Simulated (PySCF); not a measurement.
## Krypton: a sound run and one with changed settings

Sound run: Kr²⁺ [Ar] 3d10 4s2 4p4, Kr³⁺ [Ar] 3d10 4s2 4p3. Calculation: PySCF 2.14, in cc-pVDZ-PP with ECP10MDF (4s3p2d, 23 functions); a scalar-relativistic core potential. The sound run starts from symmetry-adapted Hartree-Fock orbitals and uses a fine grid where one is needed.

Changed run: radial step 0.8 in ln r (0.13 in the sound run). This setting is unsound on purpose.

| species | method | sound run (hartree) | changed run (hartree) | converged |
| --- | --- | --- | --- | --- |
| Kr²⁺ | UHF | -460.84097 | -460.84097 | yes |
| Kr²⁺ | PBE0 | -462.11256 | -462.98101 | yes |
| Kr²⁺ | B3LYP | -462.20845 | -463.16949 | yes |
| Kr³⁺ | UHF | -459.58275 | -459.58275 | yes |
| Kr³⁺ | PBE0 | -460.81081 | -461.69463 | yes |
| Kr³⁺ | B3LYP | -460.89960 | -461.87214 | yes |

Ionisation energy of Kr²⁺:

| method | sound run (eV) | changed run (eV) |
| --- | --- | --- |
| UHF | 34.238 | 34.238 |
| PBE0 | 35.422 | 35.004 |
| B3LYP | 35.615 | 35.303 |

A coarse radial grid mis-integrates the density and the exchange-correlation energy, with errors of either sign; Hartree-Fock needs no grid.

For comparison, NIST gives 35.838 ± 0.02 eV between the lowest levels.
